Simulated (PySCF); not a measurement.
Species: sum formula SiH3S, net charge -1, singlet state. It need not be the lowest isomer of its formula. Whether it binds its extra electron was not tested at this geometry. 
Coordinates optimised at B3LYP-D3(BJ)/def2-TZVP (Ansatz):
SMILES: [SiH3][S-]
```xyz
5

Si    -0.8650    -0.3349     0.0643
S      1.0374     0.4016    -0.0771
H     -1.2564    -0.9534     1.3878
H     -1.9917     0.6509    -0.1509
H     -1.2402    -1.4349    -0.9035
```
Charge -1, spin multiplicity 1.

Dispersion corrections to the total energy (kcal/mol) from the dftd3 and dftd4 libraries through PySCF: D3(BJ) without and D4 with the three-body term, each with the damping fitted for the functional named.

| functional | D3(BJ) | D4 |
|---|---|---|
| r2SCAN | -0.51 | -0.56 |
| B2GP-PLYP | ? | -1.05 |
| PW6B95 | ? | -2.27 |
| PBE | -1.98 | -2.53 |
| B3LYP | -3.76 | -4.14 |
| BHLYP | ? | -3.31 |
| TPSSh | -2.37 | -3.07 |

### Question
Fill in the missing entries.

### Answer

- B2GP-PLYP, D3(BJ): -2.03
- PW6B95, D3(BJ): -1.19
- BHLYP, D3(BJ): -3.21
